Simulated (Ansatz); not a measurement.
Cost and result up the ladder for the cluster Al₄B₂ (6 atoms). Total charge 0; singlet. Geometry: B3LYP-D4/def2-SVP.

```xyz
6

B     0.515   -0.409   -0.363
B    -0.546    0.432    0.383
Al   -1.617    1.698   -0.899
Al    1.626   -1.697    0.865
Al    0.601   -0.067   -2.431
Al   -0.579    0.044    2.443
```

Ansatz on 4 threads of INTEL XEON PLATINUM 8581C on a shared host. Times are rough, and most runs start from the orbitals of an earlier one. No level here is sound enough to serve as a yardstick. Binding counts from free atoms at the same level (B doublet, Al doublet; other spins of the atoms weren't run), without zero-point energy or a counterpoise term.

Correlated methods freeze 22 core orbitals. Another isomer (singlet) lies 0.16 eV lower at PBE0-D4/def2-TZVP; other spin states weren't run for this one.

Run but left out: HF/def2-TZVP, B2PLYP/def2-TZVP (restricted singlet, unstable in another Hartree–Fock run and untested here).

Correlated methods converge slowly with the basis.

```json
{"level": "PBE-D4/def2-TZVP (with forces)", "functions": "210", "wall time": "1.5 s", "binding energy per atom (eV)": "2.84", "remarks": "restricted SCF unstable in HF"}
{"level": "PBE0-D4/def2-TZVP", "functions": "210", "wall time": "2.1 s", "binding energy per atom (eV)": "2.70", "remarks": "restricted SCF unstable in HF"}
{"level": "r2SCAN-D4/def2-TZVP", "functions": "210", "wall time": "2.2 s", "binding energy per atom (eV)": "2.72", "remarks": "restricted SCF unstable in HF"}
{"level": "CCSD(T)/def2-TZVPP", "functions": "230", "wall time": "20 s", "binding energy per atom (eV)": "2.49", "remarks": "large T1 (0.033), restricted SCF unstable"}
```
